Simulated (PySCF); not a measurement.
A structure optimised at PBE0-D3(BJ)/def2-TZVP, used in a PySCF frequency run:

```
Ga
O 1 1.7749
H 2 0.9599 1 113.90
H 1 1.5494 2 125.52 3 0.00
Cl 1 2.1295 4 121.96 2 180.00
```
Charge 0, spin multiplicity 1.

Problem. Write its SMILES, formula and point group.

Solution. [OH][GaH][Cl], ClGaH₂O, Cs

Problem. What are its rotational constants (standard atomic weights)?

Solution. 15.886, 3.3651, 2.7768 GHz
